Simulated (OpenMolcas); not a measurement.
**Cu II: effect of correlating more closed shells**

| Property | Result |
| --- | --- |
| Program | OpenMolcas |
| Basis | ANO-RCC-VQZP [7s6p4d3f2g1h] |
| Scalar Hamiltonian | DKH2, point nucleus |
| Active space | 10 electrons in 6 orbitals (3d 4s) |
| State averaging | 2S+1 = 1 even, 5 roots; 2S+1 = 3 even, 5 roots kept (CI in the orbitals of an earlier block) |
| Spin-orbit coupling | state interaction with AMFI integrals over the reference wave functions, term energies averaged over their components |

Methods on the same reference wave functions:
A. CASSCF
B. SS-CASPT2, IPEA 0.25 Eh, imaginary shift 0.1 Eh (closed shells correlated: 3s 3p)
C. SS-CASPT2, IPEA 0.25 Eh, imaginary shift 0.1 Eh (closed shells correlated: 2s 2p 3s 3p)

Energies in eV above 3d⁹ 4s ³D₃.

```csv
Level,A,B,C
3d⁹ 4s ³D₃,0.0000,0.0000,0.0000
3d⁹ 4s ³D₂,0.1162,0.1061,0.1060
3d⁹ 4s ³D₁,0.2548,0.255,0.255
3d⁹ 4s ¹D₂,0.5774,0.486,0.485
```

Between B and C no level of the table moves by more than 5 cm-1.

The lowest spin-free term lies below A's lowest term by 0.858 hartree in B, 0.967 hartree in C.

What an inner shell adds also hangs on whether the basis holds functions to correlate it.

Term energies are means over components that CASPT2 splits; among the terms shown or strongly mixed into the levels shown the widest spread is 26 cm-1 (3d⁹ 4s ¹D, B). Terms from blocks run as CI alone lack orbitals of their own. The lowest computed level is not the ground level that NIST lists (1S0). No level of 3d¹⁰ was computed, though it lies in the active space. Without dynamic correlation excited terms often stand tens of per cent too high (terms of higher spin than the ground term too low), and those without a measured partner can miss by more than the paired ones (holds for A). Only configurations of the active space appear.
